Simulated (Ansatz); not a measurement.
`N#[C][GaH2]` + `[OH][AlH2]` → `[AlH2][O][GaH2]` + `C#N` at 298.15 K and 1 bar (ligand exchange at a Ga–C bond).

Isolated molecules relaxed with PBE0-D4/def2-TZVP in Ansatz; ΔE leaves out vibrations. CBS: MP2 limit from def2 TZ/QZ plus the TZ coupled-cluster correction, frozen cores. This one scheme is used for every species. For Ga outer-core shells are correlated without core-valence functions, which leaves a few kJ/mol of doubt a bond. Scalar relativity is left out up to krypton.

```tsv
species	CCSD(T)/CBS energy (Eh)	H − E (kJ/mol)	S (J/(mol·K))
`N#[C][GaH2]`	-2017.86565	69.5	280.6
`[OH][AlH2]`	-319.03157	82.3	252.8
`[AlH2][O][GaH2]`	-2243.58748	99.5	328.0
`C#N`	-93.32098	52.4	201.2
```

H − E and S are ideal-gas, rigid-rotor, harmonic terms from PBE0-D4/def2-TZVP. 1 Eh = 2625.50 kJ/mol, R = 8.31446 J/(mol·K).

**Question.** By hand: ΔE, ΔH, ΔS and ΔG.

**Answer.** ΔE = (-2243.58748) + (-93.32098) − (-2017.86565) − (-319.03157) = -0.01124 Eh = -29.5 kJ/mol. Δ(H − E) = 99.5 + 52.4 − 69.5 − 82.3 = 0.1, so ΔH = -29.4 kJ/mol. ΔS = 328.0 + 201.2 − 280.6 − 252.8 = -4.2 J/(mol·K). ΔG = -29.4 − 298.15 × (-4.2)/1000 = -28.1 kJ/mol.

**Question.** By hand: the equilibrium constant, and the temperature at which ΔG would vanish if ΔH and ΔS stayed fixed.

**Answer.** log₁₀ K = −ΔG/(RT ln 10) = 4.9. ΔG = 0 at ΔH/ΔS = 7000 K, far beyond where these terms or the molecules hold.

The number of gas molecules stays the same, so ΔS is small and ΔH decides. A doubt of 5 kJ/mol in ΔE shifts log₁₀ K by 0.9 here. These are equilibria of isolated gas molecules and say nothing of rates. Largest T1 diagnostic: 0.015 (customary marks: 0.02 for closed shells, 0.045 for open ones).
